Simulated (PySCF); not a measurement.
P³⁺ (phosphorus, charge +3) across methods

[Ne] 3s2, closed-shell 1S. Calculation: PySCF 2.14, in aug-cc-pV(Q+d)Z; no relativity, point nucleus.

```tsv
method	E (hartree)	mean ε 2s (eV)	mean ε 2p (eV)	mean ε 3s (eV)	Σ⟨r²⟩ (bohr²)	⟨S²⟩
PBE0	-338.9155	-219.96	-169.27	-46.853	8.846	0.000
TPSS	-339.0608	-213.36	-163.92	-45.579	8.848	0.000
r2SCAN	-339.0060	-216.11	-165.70	-45.719	8.881	0.000
PW91	-339.0251	-211.88	-163.65	-45.601	8.826	0.000
LDA	-337.7705	-210.91	-163.45	-45.649	8.822	0.000
M06	-339.0507	-220.95	-169.91	-46.911	8.720	0.000
LC-wPBE	-338.9234	-217.89	-169.31	-49.976	8.827	0.000
PBE	-338.8868	-211.74	-163.39	-45.511	8.833	0.000
```

**Question.** Estimate the same row for UHF.

**Answer.** E (hartree) = -338.56290; mean ε 2s (eV) = -243.30; mean ε 2p (eV) = -185.68; mean ε 3s (eV) = -49.885; Σ⟨r²⟩ (bohr²) = 8.948; ⟨S²⟩ = 0.000.
